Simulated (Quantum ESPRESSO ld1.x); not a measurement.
The numbers below are computed, except where a source is named.
Question: The table gives one normalised radial function P(r) = r R(r) (large component) of W4+ in [Xe] 4f14 5d2 (r in bohr). Code: ld1.x of Quantum ESPRESSO 7.5. Model: Dirac Kohn-Sham, PW91, spin-unpolarised, spherical densities, point nucleus; open shells fill j = l - 1/2 first.

r          P
0.001596  0.0000
0.002459  0.0000
0.003787  0.0000
0.005787  0.0000
0.008915  0.0000
0.01373   0.0002
0.02098   0.0012
0.03232   0.0053
0.04978   0.0223
0.07607   0.0800
0.1172    0.2461
0.1805    0.5954
0.2758    1.0505
0.4248    1.3001
0.6544    1.0813
0.9999    0.6185
1.54      0.2274
2.372     0.0456
3.625     0.0038
5.584     0.0001

Which n and l does it have? It may be an empty orbital.

Answer: n = 4, l = 3: the number of nodes gives n - l - 1 = 0, the rise at small r points to l (this Dirac orbital starts as r^gamma with gamma = sqrt((l + 1)^2 - (Z/c)^2) = 3.96; the j = 7/2 orbital of l + 1 starts with the same power, but with a smaller coefficient, and then steepens), and the extent must fit the shell. The curve is that of 4f7/2; the two j differ most near the nucleus, where j = l - 1/2 has the larger amplitude, and in heavy atoms j = l - 1/2 is also the more compact. 4f7/2: eigenvalue -75.409 eV, 0 radial nodes, <r> = 0.609 bohr, 90 % of the charge inside 1.01 bohr.
